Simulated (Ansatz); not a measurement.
The cluster In2Ga. The state is a doublet with charge 0. Geometry r2SCAN-D4/def2-TZVPD, that of the charge -1 singlet; atoms count from 1.

```xyz
3

Ga   -1.0831    0.0791    0.9832
In   -0.3414    0.5395   -1.5108
In    1.4245   -0.6185    0.5275
```

In the def2 sets In takes a core potential; there is no spin–orbit coupling. The charge 0 doublet is spin-contaminated (final ⟨S²⟩ up to 1.19, 0.75 for a pure state). The structure comes from a short search, and lower isomers may exist.

Problem. Estimate the Mulliken populations from the PBE0/def2-TZVPD orbitals of Ansatz.

Solution. 
| atom | charge (e) | spin (α − β) |
| --- | --- | --- |
| Ga1 | -0.20 | 0.30 |
| In2 | 0.10 | 0.35 |
| In3 | 0.10 | 0.35 |
Mulliken values and Mayer orders depend strongly on the basis. With diffuse functions, as here, like atoms can get unlike values, and bond orders can come out too low or too high.

Problem. Where does the spin sit?

Solution. Summed by element: Ga 0.30, In 0.70, of 1 unpaired in all. Largest on single atoms: In3 0.35, In2 0.35, Ga1 0.30.

Problem. And the Mayer bond orders between bonded heavy atoms (over 0.3)?

Solution. Ga1–In2 1.02 (2.64 Å); Ga1–In3 1.02 (2.64 Å); In2–In3 0.69 (2.93 Å).
